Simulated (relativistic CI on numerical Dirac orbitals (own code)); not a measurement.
**Ti⁴⁺ in a cubic cluster: 3p photoemission with charge transfer**

Computed with a charge-transfer multiplet model of a cubic metal-ligand cluster with up to 2 ligand holes, Slater and spin-orbit integrals from Dirac-Coulomb-Breit ions, Slater integrals scaled by 0.9. The ground state mixes d0 with configurations of k ligand holes L, whose averages lie at kΔ + k(k − 1)U_dd/2; a core hole lowers each added d electron by U_cd. 300 K, Lorentzian 0.9 eV and Gaussian 0.8 eV FWHM.

Atomic integrals in eV (Slater integrals scaled, ζ unscaled), ground: F2dd 7.400, F4dd 4.602, zeta_d 0.013; with the core hole: F2dd 7.400, F4dd 4.602, zeta_d 0.021, zeta_core 0.486, F2cd 9.975, G1cd 12.350, G3cd 7.592. Where a configuration has fewer than two d electrons, the dd integrals are those of d2.

Cluster parameters (eV): Δ = 3.2, U_cd = 5.9, 10Dq = 0.6, 10Dq(ligand) = 0.2, V(eg) = 1.7, V(t2g) = -0.87, final-state hopping factor = 1.

| Case | n_d | d0 | d1L | d2L2 | S |
| --- | --- | --- | --- | --- | --- |
| U_dd = 3.1 eV | 0.53 | 0.54 | 0.40 | 0.07 | 0.00 |
| U_dd = 4.5 eV | 0.50 | 0.55 | 0.39 | 0.05 | 0.00 |
| U_dd = 5.2 eV | 0.49 | 0.56 | 0.39 | 0.05 | 0.00 |

Weights, n_d and S are thermal averages at 300 K. Binding energies count from the first peak over 30 % of the highest in each spectrum, which can be another peak from case to case. The parameters are a model scan and need not match a compound or its usual spin state. Peaks in eV (height, largest 100):
- U_dd = 3.1 eV: 0.0 (100), 1.6 (50), 3.9 (29), 8.8 (41), 11.4 (17)
- U_dd = 4.5 eV: 0.0 (100), 4.1 (27), 8.9 (33), 11.4 (12)
- U_dd = 5.2 eV: 0.0 (100), 4.2 (27), 8.9 (31), 11.7 (10)

Curve for U_dd = 3.1 eV (points under 2 left out, the grid thinned):

```tsv
E (eV)	Intensity
-3.3	3.3
-2.8	4.5
-2.4	6.0
-1.9	9.3
-1.5	14.6
-1.0	31.3
-0.5	69.6
-0.1	98.0
0.4	85.2
0.8	59.8
1.3	49.8
1.7	50.0
2.2	43.1
2.7	34.0
3.1	29.7
3.6	28.6
4.0	28.7
4.5	26.7
5.0	21.8
5.4	17.6
5.9	15.4
6.3	16.4
6.8	18.1
7.3	19.3
7.7	23.3
8.2	33.4
8.6	40.0
9.1	39.4
9.6	31.1
10.0	23.3
10.5	17.2
10.9	16.0
11.4	16.6
11.9	14.9
12.3	11.4
12.8	7.3
13.2	5.0
13.7	3.5
14.1	3.4
14.6	4.2
15.1	4.6
15.5	4.0
16.0	3.4
16.4	3.0
16.9	2.1
```

A d0 ion has no d-d gap: its lowest excitations are ligand-to-metal charge transfer. With the core hole the average of the configuration with one ligand hole lies at Δ − U_cd = -2.7 eV before mixing: the effective hopping of about 3.9 eV (from the holes of the mixed ground state) is comparable with this gap or larger, so the configurations mix strongly.

With at most 2 ligand holes the space is cut while the next configuration still counts, so covalency is underestimated, and a final configuration with one more ligand hole, which can lie low, is missing from the spectra.
